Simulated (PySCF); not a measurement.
Computed IR spectrum (relative IR intensity) of a molecule C2H10O2Si2. Coordinates come from a PBE-D3(BJ)/def2-SVP optimisation. Other conformers were not sampled. These are PBE-D3(BJ)/def2-SVP run with PySCF values and carry that method's errors. Frequencies are harmonic and unscaled.

Lines under 2 % of the strongest are left out, and lines within 2 cm⁻¹ are merged.

| ν (cm⁻¹) | relative intensity |
|---|---|
| 83 | 3.4 |
| 166 | 2.9 |
| 287 | 11 |
| 340 | 88 |
| 349 | 28 |
| 460 | 12 |
| 479 | 4.1 |
| 631 | 4.2 |
| 668 | 5.2 |
| 690 | 24 |
| 805 | 100 |
| 827 | 20 |
| 856 | 9.8 |
| 901 | 15 |
| 912 | 13 |
| 1017 | 40 |
| 1034 | 30 |
| 1116 | 13 |
| 1124 | 15 |
| 1329 | 19 |
| 1336 | 15 |
| 1401 | 2.9 |
| 2116 | 42 |
| 2129 | 36 |
| 2156 | 28 |
| 2172 | 38 |
| 2894 | 18 |
| 2915 | 19 |
| 3011 | 3.5 |
| 3015 | 4.1 |
| 3682 | 11 |
| 3695 | 12 |

Problem. Which structure fits?
(A) CO[SiH2][SiH2]CO
(B) C[Si@H](O)OC[SiH3]
(C) OC[SiH]([SiH3])CO
(D) OCC[Si@@H](O)[SiH3]

Solution. C, OC[SiH]([SiH3])CO
